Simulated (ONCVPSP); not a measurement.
# vanadium ONCV: all-electron and pseudo phase curves

- Element: vanadium (V)
- Generator: ONCVPSP 4.0.1
- Type: optimised norm-conserving Vanderbilt (ONCV)
- Functional: PBE
- Relativity: scalar-relativistic
- Frozen core: [Ne] 3s2
- Valence charge: 11
- Reference configuration: 3p6 3d3 4s2
- Partial waves: 4s: rc 2.35 bohr, ncon 5, nbas 8, qcut 3.4 1/bohr, 2 projectors, debl 1.3 Ha; 3p: rc 1.00 bohr, ncon 4, nbas 7, qcut 10 1/bohr, 2 projectors, debl 2.4 Ha; 3d: rc 2.10 bohr, ncon 5, nbas 9, qcut 6.5 1/bohr, 2 projectors, debl 3.5 Ha
- Local potential: polynomial inside 0.85 bohr (lpopt 5, dvloc0 2 Ha)
- Core correction: Teter function, parameters optimised by the program

The phase is arctan(r·R′/R) of the radial function R(r), unwrapped; energies in Ha, scanned from -3 to 5 Ha. A pole is an energy at which the radial function vanishes at the test radius. The pseudo phase is shifted by a multiple of π to meet the all-electron one at the reference energy, and phase errors are pseudo minus all-electron; the curves can meet again beyond the range given. Levels narrower than the energy grid can be missing from the lists of poles.

| channel | radius (bohr) | reference energy (Ha) | poles, all-electron | poles, pseudo | unbroken range about the reference energy with phases within 0.05 rad | phase error 1 Ha above the reference energy (rad) |
| --- | --- | --- | --- | --- | --- | --- |
| s | 2.38 | -0.17 | -2.56, 1.53 | -2.05, 1.53 | -1.9 to 3.3 | +0.000 |
| p | 1.01 | -1.62 | 3.03 | 3.03 | the whole range | -0.000 |
| d | 2.13 | -0.19 | 0.07, 3.66 | 0.07, 3.66 | the whole range | +0.003 |

Note: ghosts flagged at negative energy: s at -56.3 eV; GHOST(+) flagged for s at 230.2 eV. A true bound ghost makes a file unfit for plane-wave use.

Phases in the d channel:

| E (Ha) | all-electron | pseudo |
| --- | --- | --- |
| -2.98 | 1.334 | 1.333 |
| -2.76 | 1.322 | 1.322 |
| -2.54 | 1.308 | 1.308 |
| -2.32 | 1.293 | 1.292 |
| -2.10 | 1.274 | 1.273 |
| -1.88 | 1.250 | 1.250 |
| -1.66 | 1.221 | 1.220 |
| -1.44 | 1.181 | 1.181 |
| -1.22 | 1.126 | 1.126 |
| -1.00 | 1.039 | 1.039 |
| -0.78 | 0.879 | 0.879 |
| -0.56 | 0.485 | 0.485 |
| -0.34 | -0.557 | -0.557 |
| -0.12 | -1.316 | -1.316 |
| 0.10 | -1.601 | -1.601 |
| 0.32 | -1.768 | -1.768 |
| 0.54 | -1.919 | -1.918 |
| 0.76 | -2.108 | -2.105 |
| 0.98 | -2.412 | -2.406 |
| 1.20 | -2.946 | -2.935 |
| 1.42 | -3.598 | -3.587 |
| 1.64 | -4.026 | -4.020 |
| 1.86 | -4.256 | -4.253 |
| 2.08 | -4.389 | -4.388 |
| 2.30 | -4.476 | -4.475 |
| 2.52 | -4.538 | -4.537 |
| 2.74 | -4.585 | -4.585 |
| 2.96 | -4.623 | -4.622 |
| 3.18 | -4.654 | -4.654 |
| 3.40 | -4.683 | -4.683 |
| 3.62 | -4.708 | -4.708 |
| 3.84 | -4.733 | -4.733 |
| 4.06 | -4.758 | -4.757 |
| 4.28 | -4.784 | -4.783 |
| 4.50 | -4.813 | -4.810 |
| 4.72 | -4.846 | -4.842 |
| 4.94 | -4.887 | -4.880 |
